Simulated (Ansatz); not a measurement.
System: FeCl$_{2}$ (charge 0, quintet). The spin state was set by rule; other spins were not relaxed. 
Structure (B3LYP-D3(BJ)/def2-TZVP (Ansatz, a first-principles code) minimum search):
```
Fe
Cl 1 2.1444
Cl 1 2.1444 2 180.00
```
Charge 0, spin multiplicity 5.

Quantity: atomisation energy (electronic, to ground-state atoms), in eV. Valence correlation only, unless marked. Open shells are spin-unrestricted. Spin-orbit coupling is left out. The frozen core is the preceding noble-gas configuration, with the filled d and f shells of earlier blocks. No relativistic terms. The coupled-cluster limit lacks core correlation, which all-electron functionals hold. Basis-set limits of correlation are two-point, X^-3; Hartree-Fock from the larger set. [CCSD(T)-MP2]/basis is that difference in the basis named.

```csv
level,program,atomisation energy (eV)
SVWN5/def2-TZVPD,Ansatz,(withheld)
revPBE-D4/def2-TZVPD,Ansatz + dftd4,8.39
revPBE/def2-TZVPD,Ansatz,8.23
PBE0/6-31G*,Ansatz,8.29
r2SCANh-D4/def2-TZVPD,Ansatz + dftd4,8.69
HSE06-D4/def2-TZVPD,Ansatz + dftd4,(withheld)
LC-wPBE-D3(BJ)/def2-TZVPD,Ansatz + dftd3,8.63
LC-wPBE-D4/def2-TZVPD,Ansatz + dftd4,8.63
RPA@PBE/def2-TZVPP,Ansatz,(withheld)
CCSD/def2-SVPD,Ansatz,(withheld)
"RI-MP2/CBS(def2-TZVPPD,def2-QZVPPD)+[CCSD(T)-MP2]/def2-TZVPPD",Ansatz,8.37
```

Fill in the missing entries.


- SVWN5/def2-TZVPD, atomisation energy (eV): 9.81
- HSE06-D4/def2-TZVPD, atomisation energy (eV): 8.57
- RPA@PBE/def2-TZVPP, atomisation energy (eV): 7.16
- CCSD/def2-SVPD, atomisation energy (eV): 7.61
